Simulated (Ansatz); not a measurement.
Relaxation of Cl2Zn (3 atoms, charge 0, multiplicity 1), to a largest force component of 0.02 eV/Å in at most 40 steps.

The calculation used RKS PBE-D4/def2-SVP (Ansatz 0.2.0).

```xyz
3
Properties=species:S:1:pos:R:3
Zn 0.000 0.000 0.000
Cl 0.000 0.000 2.240
Cl 0.000 0.000 -2.240
```

Problem. Where does it end, and by what steps?

Solution. It converged. After 3 steps the energy has fallen by 0.243 eV; Cl2 moved furthest, 0.14 Å.

```tsv
step	energy less start (eV)	largest force component (eV/Å)	accepted
0	0.0000	1.593	yes
1	-0.2216	0.548	yes
2	-0.2423	0.100	yes
3	-0.2430	0.008	yes
```

```xyz
3
Properties=species:S:1:pos:R:3
Zn 0.000 0.000 0.000
Cl 0.000 0.000 2.102
Cl 0.000 0.000 -2.102
```

The run took 7.4 s on 1 thread of Arm Neoverse V1, with other jobs on the host, peak memory 0.12 GiB.
